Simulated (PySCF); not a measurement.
## HgH2 at several levels of theory

Computed with PySCF 2.14.0 (density fitting, no spin-orbit coupling) at the geometry relaxed with PBE0:

```xyz
3
HgH2 (singlet)
Hg    0.0000    0.0000    0.0000
H     0.0000    0.0000    1.6562
H     0.0000    0.0000   -1.6562
```

| level | basis | state | HOMO (eV) | gap (eV) | charge on Hg1 (e) | dipole about the centre of mass (D) | largest force component (eV/Å) |
| --- | --- | --- | --- | --- | --- | --- | --- |
| PBE0 | Hg def2-SVP with ECP60, H def2-SVP | singlet | -8.00 | 7.48 | 0.27 | 0.00 | 0.00 |
| PBE | the same | singlet | -6.88 | 5.69 | 0.23 | 0.00 | 0.16 |
| HF | the same | singlet | -10.66 | 12.55 | 0.40 | 0.00 | 0.20 |
| revPBE | the same | singlet | -6.84 | 5.74 | 0.25 | 0.00 | 0.22 |
| wB97X | the same | singlet | -10.30 | 11.49 | 0.30 | 0.00 | 0.03 |
| PBE0 | Hg def2-TZVP with ECP60, H def2-TZVP | singlet | -8.08 | 7.30 | 0.20 | 0.00 | 0.12 |

Charges are Mulliken's, which hang on the basis. The relaxation used the grid (50, 194), these runs (75, 302) or, all-electron (x2c bases, spin-free X2C Hamiltonian), (99, 590).

**Question.** What does PBE0 with Hg x2c-SVPall, H x2c-SVPall give here?

**Answer.** state singlet, HOMO (eV) -8.03, gap (eV) 7.28, charge on Hg1 (e) -0.03, dipole about the centre of mass (D) 0.00, largest force component (eV/Å) 0.08. Time: 7.6 s on 2 threads of Arm Neoverse V1, on a shared host, from free ions and atoms.

In the first row's basis the gap widens with exact exchange: 5.7 eV for PBE, revPBE (none); 7.5 eV for PBE0 (a fixed share); 11.5 to 12.6 eV for wB97X, Hartree–Fock (rising or full at long range).
